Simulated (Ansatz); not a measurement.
Abstraction of Cl: C2H4Cl2Si + SiH(CH3)Cl → C2H4ClSi + SiH(CH3)Cl2

Species: C2H4Cl2Si `C=C[SiH](Cl)Cl`, singlet; SiH(CH3)Cl, doublet; C2H4ClSi `C=C[SiH]Cl`, doublet; SiH(CH3)Cl2 (methyldichlorosilane), singlet. A radical takes Cl: the energy is the difference in strength between two Si–Cl bonds in different surroundings.

Shapes, held fixed at every level: PBE0-D4/def2-TZVP. Flexible molecules stand in one conformer, not always the lowest. Programs: Ansatz 0.2.0. The zero-point and thermal change to 298 K, harmonic and unscaled (PBE0-D4/def2-TZVP), is -0.3 kJ/mol.

Question: Estimate ΔH(298 K) of this reaction.

Answer: The highest level, CCSD(T)/CBS estimate, gives ΔH(298 K) = -5.9 kJ/mol; the levels span -9.9 to -5.8. The column of differences is taken from that level and isn't an error. No measured value is set beside it here. Spin contamination: C2H4ClSi (⟨S²⟩ up to 0.87). Open shells run unrestricted. The CBS estimate extrapolates MP2 from def2-TZVPP and def2-QZVPP and adds CCSD(T) − MP2 in the triple-zeta set, cores frozen. Times are processor times on shared x86 and Arm servers, and rough.

```csv
level,kind,ΔH(298 K) (kJ/mol),less CCSD(T)/CBS estimate,CPU time (sum over the molecules)
HF/def2-TZVPP,Hartree–Fock,-8.7,-2.8,–
PBE-D4/def2-TZVPP,GGA,-9.9,-4.0,18 s
BHLYP-D4/def2-TZVPP,global hybrid,-7.8,-1.9,25 s
PBE0-D4/def2-TZVPP,global hybrid,-8.5,-2.6,24 s
B2PLYP/def2-TZVPP,double hybrid,-7.2,-1.3,36 s
CCSD(T)/def2-SVP,coupled cluster or CI,-5.8,+0.1,24 s
CCSD(T)/CBS estimate,coupled cluster or CI,-5.9,0.0,11 min
```
